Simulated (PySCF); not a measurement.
Compound: C3H4F2Si.
SMILES: `C([SiH3])#CC(F)F`

The closed-shell ground state was solved at several levels (PySCF, density fitting, gas phase, non-relativistic). Geometry: PBE0-D3(BJ)/def2-SVP; no solvent, vibrations or thermal averaging.

| level | basis functions | HOMO (eV) | LUMO (eV) | gap (eV) | dipole (D) |
| --- | --- | --- | --- | --- | --- |
| HF/pcSseg-2 | 279 | -11.38 | 2.49 | 13.87 | 2.22 |
| PBE0/STO-3G | 38 | -5.60 | 4.07 | 9.67 | 1.47 |
| PBE0/6-311+G(2d,p) | 194 | -8.65 | -0.86 | 7.79 | 2.06 |
| PBE0/IGLO-III | 259 | -8.64 | -0.83 | 7.81 | 2.00 |
| LDA/pcSseg-2 | 279 | -7.59 | -2.02 | 5.57 | 2.08 |
| HF/def2-SVPD | 162 | -11.45 | 2.09 | 13.54 | 2.24 |
| PBE0/6-31G* | 96 | -8.34 | -0.37 | 7.97 | 1.77 |
| OPBE/pcSseg-2 | 279 | -7.39 | -1.68 | 5.71 | 1.81 |
| PBE0/pcSseg-2 | 279 | -8.65 | -0.83 | 7.82 | 2.04 |
| PBE0/6-31G | 66 | -8.52 | -0.32 | 8.20 | 2.46 |
| B97-D/pcSseg-2 | 279 | -7.38 | -1.66 | 5.72 | 1.92 |
| PBE0/cc-pVTZ | 240 | -8.58 | -0.73 | 7.85 | 1.89 |
| B97-2/pcSseg-2 | 279 | -8.39 | -0.86 | 7.53 | 2.01 |

Task: Estimate the row for wB97X-D/def2-SVPD, a basis of 162 functions; the other rows only guide the guess.

Result: HOMO -10.55 eV, LUMO 0.95 eV, gap 11.50 eV, dipole 2.08 D.

Task: Over all these levels, which gives the widest orbital gap and which the narrowest?

Result: HF/pcSseg-2 (Hartree–Fock, all exact exchange) has the widest, 13.87 eV, and LDA/pcSseg-2 (LDA) the narrowest, 5.57 eV. The two share the basis. From the narrowest to the widest the HOMO moves by -3.79 eV and the LUMO by +4.51 eV.

Task: How much does the basis alone move the frontier levels among the 7 PBE0 rows?

Result: The HOMO by 3.05 eV and the LUMO by 4.93 eV. By rising basis size (HOMO, LUMO in eV): STO-3G -5.60, 4.07; 6-31G -8.52, -0.32; 6-31G* -8.34, -0.37; 6-311+G(2d,p) -8.65, -0.86; cc-pVTZ -8.58, -0.73; IGLO-III -8.64, -0.83; pcSseg-2 -8.65, -0.83.

Task: In the pcSseg-2 basis, how does the gap go with the fixed share of exact exchange?

Result: LDA (0 %) 5.57 eV; OPBE (0 %) 5.71 eV; B97-D (0 %) 5.72 eV; B97-2 (21 %) 7.53 eV; PBE0 (25 %) 7.82 eV; HF (100 %) 13.87 eV. Each rise in the share widens the gap here.

Task: How far do the dipole and the HOMO energy spread over the levels?

Result: The dipole runs from 1.47 to 2.46 D (mean 2.00 D) and the HOMO from -11.45 to -5.60 eV.
